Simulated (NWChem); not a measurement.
System meant: C$_{2}$H$_{4}$AuN; SMILES C[N+]#[C-]->[AuH]

The following NWChem deck was run.

```
start job
memory heap 200 mb stack 900 mb global 1100 mb
geometry units angstroms noautoz
  Au    -0.506998    -0.149049    -0.589322
  H     -1.555947    -0.412318    -1.794674
  C      2.427676     0.709339     2.833569
  N      1.533759     0.423949     1.780422
  C      0.781398     0.197530     0.900465
  H      2.377930     1.786398     3.091923
  H      3.465463     0.461697     2.532579
  H      2.163470     0.113849     3.730663
end
basis spherical
  * library def2-svp
end
ecp
  Au library def2-ecp
end
dft
  odft
  mult 2
  xc b3lyp
  iterations 150
  mulliken
end
task dft energy
```

End of the output:

```
 Summary of "ao basis" -> "" (spherical)
 ------------------------------------------------------------------------------
       Tag                 Description            Shells   Functions and Types
 ---------------- ------------------------------  ------  ---------------------
 *                          def2-svp                  on all atoms

                                 NWChem DFT Module
                                 -----------------

 Summary of "ao basis" -> "ao basis" (spherical)
 ------------------------------------------------------------------------------
       Tag                 Description            Shells   Functions and Types
 ---------------- ------------------------------  ------  ---------------------
 Au                         def2-svp                12       32   6s3p2d1f
 H                          def2-svp                 3        5   2s1p
 C                          def2-svp                 6       14   3s2p1d
 N                          def2-svp                 6       14   3s2p1d

 Summary of "ao basis" -> "ao basis" (spherical)
 ------------------------------------------------------------------------------
       Tag                 Description            Shells   Functions and Types
 ---------------- ------------------------------  ------  ---------------------
 Au                         def2-svp                12       32   6s3p2d1f
 H                          def2-svp                 3        5   2s1p
 C                          def2-svp                 6       14   3s2p1d
 N                          def2-svp                 6       14   3s2p1d

  number of electrons :                   42
  multiplicity        :                    2
 ------------------------------------------------------------------------
  no. of electrons and multiplicity not compatible                  42
 ------------------------------------------------------------------------
 ------------------------------------------------------------------------
  current input line :
    26: task dft energy
 ------------------------------------------------------------------------
 ------------------------------------------------------------------------
 There is an error in the input file
 ------------------------------------------------------------------------
 For more information see the NWChem manual at https://nwchemgit.github.io

0: no. of electrons and multiplicity not compatible:Received an Error in Communication
```

**Question.** What is wrong, and how is it mended?

**Answer.** The input was rejected before any calculation. Cause: the multiplicity doesn't fit the number of electrons (an even count wants an odd multiplicity, and the reverse). This input runs:
```
start job
memory heap 200 mb stack 900 mb global 1100 mb
geometry units angstroms noautoz
  Au    -0.506998    -0.149049    -0.589322
  H     -1.555947    -0.412318    -1.794674
  C      2.427676     0.709339     2.833569
  N      1.533759     0.423949     1.780422
  C      0.781398     0.197530     0.900465
  H      2.377930     1.786398     3.091923
  H      3.465463     0.461697     2.532579
  H      2.163470     0.113849     3.730663
end
basis spherical
  * library def2-svp
end
ecp
  Au library def2-ecp
end
dft
  xc b3lyp
  iterations 150
  mulliken
end
task dft energy
```
It converges to -269.04152 Ha (B3LYP/def2-SVP with def2 effective core potentials on Au).
